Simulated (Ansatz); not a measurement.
Cl2, singlet, geometry from GFN2-xTB; Ansatz (a quantum-chemistry and plane-wave program) with B97M-V/STO-3G.

Ansatz was given this input:
Ansatz 0.2 input:
```yaml
crystal:
  periodic: [false, false, false]
  atoms:
    - {symbol: Cl, position_ang: [-0.00000000, -0.00000000, -1.00842595]}
    - {symbol: Cl, position_ang: [0.00000000, 0.00000000, 1.00842595]}
basis:
  gaussian:
    orbitals: STO-3G
hamiltonian:
  xc: {name: B97M-V}
```

What does Ansatz print? Leave out banner, timings and long lists.


```
Functional definition: B97M-V
188 factors; integrals over basis functions are off by at most 1.0e-5 eV
mean field evaluation 1: about -24769.0519 eV, gradient 3.3e0 eV
mean field evaluation 2: about -24769.1115 eV, gradient 1.0e0 eV
mean field evaluation 4: about -24769.1215 eV, gradient 1.7e-2 eV
mean field -24769.12149211 eV, -910.2484257217 hartree, gradient 5.3e-5 eV, S^2 0.000000; 0 other end points of the search recorded, 0 dependent functions left out
reference -24769.12150730 eV, -910.2484262798 hartree; 17, 17 occupied and 1, 1 virtual orbitals, 188 factors
Total energy: -24769.12150730 eV, -910.2484262798 hartree
```
